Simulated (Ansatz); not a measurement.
```yaml
crystal:
  periodic: [false, false, false]
  atoms:
    - {symbol: Sb, position_ang: [-1.915619, -0.593746, -0.322162]}
    - {symbol: Sb, position_ang: [1.895347, 0.184605, 0.671593]}
    - {symbol: Ge, position_ang: [-0.547763, 0.617858, 1.584051]}
    - {symbol: Ge, position_ang: [0.046863, 1.252923, -1.005963]}
    - {symbol: Ge, position_ang: [0.529890, -1.460674, -0.930942]}
basis:
  gaussian: {orbitals: def2-SVP}
total_charge: -1
magnetization: {spin_polarized: true, initial_magnetization: 1}
hamiltonian: {xc: {name: BLYP}}
scf: {omitted_lower_state_checks: [starts]}
output: {forces: true}
```

```sh
$ ansatz run in.yaml --threads 4 --pin off --events-out ev --progress --plain --max-ram 4787MiB
```

It prints (some lines left out):

```
Functional definition: BLYP
1685 factors; their error is unknown
mean field evaluation 1: about -182614.4238 eV, gradient 2.4e1 eV
mean field evaluation 2: about -182613.7148 eV, gradient 2.9e1 eV
mean field evaluation 4: about -182615.4013 eV, gradient 1.7e0 eV
mean field evaluation 8: about -182615.3247 eV, gradient 9.6e-2 eV
mean field evaluation 16: about -182615.3248 eV, gradient 3.5e-5 eV
mean field -182615.32480230 eV, -6710.9894053716 hartree, gradient 3.5e-5 eV, S^2 0.752046; 0 other end points of the search recorded, 0 dependent functions left out
reference -182615.32513471 eV, -6710.9894175876 hartree; 72, 71 occupied and 76, 77 virtual orbitals, 1685 factors
Total energy: -182615.32513471 eV, -6710.9894175876 hartree
Atom 0 at    -1.915619    -0.593746    -0.322162 Å, force    -0.789943    -0.327107    -0.208915 eV/Å
Atom 1 at     1.895347     0.184605     0.671593 Å, force     1.049605    -0.134077     0.401961 eV/Å
Atom 2 at    -0.547763     0.617858     1.584051 Å, force    -0.284719     0.214022     0.899136 eV/Å
Atom 3 at     0.046863     1.252923    -1.005963 Å, force    -0.171772     0.832398    -0.842899 eV/Å
Atom 4 at     0.529890    -1.460674    -0.930942 Å, force     0.196828    -0.585236    -0.249283 eV/Å
Dipole moment:     0.000160    -0.065886     0.050599 e Å
Checks for a lower state left out: starts
```

Run time 4.6 s (4 threads of Arm Neoverse V1 on a shared host).

In the def2 sets Sb takes a core potential; there is no spin–orbit coupling. The highest occupied level of an anion often lies above zero with these methods, and sets without diffuse functions describe the outer electron poorly.

The dipole of an ion depends on the origin.
